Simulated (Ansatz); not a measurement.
Born–Oppenheimer molecular dynamics of ClH$_{5}$MgOSi (9 atoms, charge 0, multiplicity 1). It starts at the highest image of a converged band, a first-order saddle point between two minima.

Theory: Ansatz 0.2.0, RKS B3LYP-D4/def2-SVP.

* ensemble: NVE (velocity Verlet)
* time step: 0.5 fs
* steps asked: 200
* starting velocities drawn for: 300 K
* seed: 5409

First frame:

```xyz
9
Properties=species:S:1:pos:R:3
Mg -1.175 -0.788 -0.704
O -0.987 -1.044 1.148
Cl -2.186 -1.176 -2.624
H -0.060 -0.231 0.844
Si 1.082 0.886 -0.083
H -1.165 -1.381 2.035
H 2.048 0.308 -1.073
H 1.879 1.261 1.128
H 0.564 2.164 -0.670
```

(1) How far do the bonds stretch over the last three quarters of this one trajectory? (Pairs bonded in most of those frames.)

Answers

(1) 
```csv
bond,mean (Å),spread (Å),shortest,longest
Mg1–O2,1.810,0.010,1.80,1.83
Mg1–Cl3,2.219,0.026,2.18,2.26
O2–H6,0.965,0.003,0.96,0.97
H4–Si5,1.510,0.059,1.42,1.61
Si5–H7,1.504,0.049,1.43,1.58
Si5–H8,1.488,0.015,1.46,1.51
Si5–H9,1.510,0.031,1.46,1.57
```

Mean temperature of the second half: 1125 K. The conserved energy stayed within 0.12 meV per atom of its start (net change 0.055 meV per atom), so the integration is sound. The system heated up, since it started high on the potential surface and ran downhill. A run of 0.1 ps of so small a system gives no equilibrium averages. The orbitals stay closed-shell, which can raise the energy where a bond breaks towards radicals; this wasn't checked here.

The run took 6.5 min on 2 threads of Arm Neoverse V2 (shared host), peak memory 0.18 GiB.
